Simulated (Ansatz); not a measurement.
Mulliken charges of `O=[C]1[GeH2][CH]1Cl` from r2SCAN/def2-TZVPP in Ansatz (PBE0-D4/def2-TZVP geometry).

```json
{"atom": "O1", "x (Å)": "-1.835", "y (Å)": "-1.117", "z (Å)": "0.743", "charge (e)": "-0.219"}
{"atom": "C2", "x (Å)": "-0.786", "y (Å)": "-0.775", "z (Å)": "0.317", "charge (e)": "0.092"}
{"atom": "Ge3", "x (Å)": "0.807", "y (Å)": "0.333", "z (Å)": "0.856", "charge (e)": "0.091"}
{"atom": "C4", "x (Å)": "-0.214", "y (Å)": "-0.140", "z (Å)": "-0.853", "charge (e)": "-0.006"}
{"atom": "Cl5", "x (Å)": "-1.181", "y (Å)": "0.672", "z (Å)": "-2.062", "charge (e)": "-0.113"}
{"atom": "H6", "x (Å)": "0.442", "y (Å)": "1.631", "z (Å)": "1.583", "charge (e)": "0.018"}
{"atom": "H7", "x (Å)": "2.312", "y (Å)": "0.121", "z (Å)": "0.659", "charge (e)": "0.015"}
{"atom": "H8", "x (Å)": "0.548", "y (Å)": "-0.783", "z (Å)": "-1.300", "charge (e)": "0.122"}
```

Problem. By hand: the dipole of these point charges (1 e Å = 4.8032 D).

Solution. Σ q r = (0.647, 0.064, 0.062) e Å, of length 0.653 e Å = 3.14 D.

Problem. How does the dipole of the full density compare? (Best estimate.)

Solution. The calculation gave: (0.624, 0.087, 0.071) e Å, 3.05 D; the point charges give 1.03 times that, at 2° from its direction.

Point charges leave out the atoms' own dipoles, such as those of lone pairs, and Mulliken's split depends on the basis, so the close match here is no proof of good charges.
